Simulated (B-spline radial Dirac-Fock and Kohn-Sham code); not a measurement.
# Binding energies of Rh²²⁺ at several levels of theory

System: the Rh²²⁺ ion in the configuration [Ar] 3d5.

The density-functional columns are spherical, spin-unpolarised Dirac-Kohn-Sham results without Breit or QED terms: −ε is minus the orbital energy of the initial state and ΔSCF the difference of two total energies. The reference in the last column comes from relaxed Dirac-Fock hole states (ΔSCF) with Breit and QED corrections and a finite nucleus. All numbers are from an atomic code on a B-spline grid, in eV; a selection of levels is shown. For the 1s level of heavy atoms much of the gap between ΔSCF and the reference is the Breit and QED part, -68.5 eV here; for other levels the error of the functional can be larger.

```
     level   LDA −ε  LDA ΔSCF  Dirac-Fock
    K (1s)  23816.9   24134.8     24073.8
   L1 (2s)   4142.9    4213.8      4254.1
L2 (2p1/2)   3902.3    3986.3      3988.0
L3 (2p3/2)   3756.9    3837.7      3844.3
   M1 (3s)   1304.0    1334.3      1354.3
M2 (3p1/2)   1212.5    1243.7      1248.9
M3 (3p3/2)   1183.2    1213.8      1219.7
 M4,5 (3d)   1025.6    1059.3      1057.7
```

Values without a named source are computed, but for edge energies of neutral atoms, which are taken from tables.
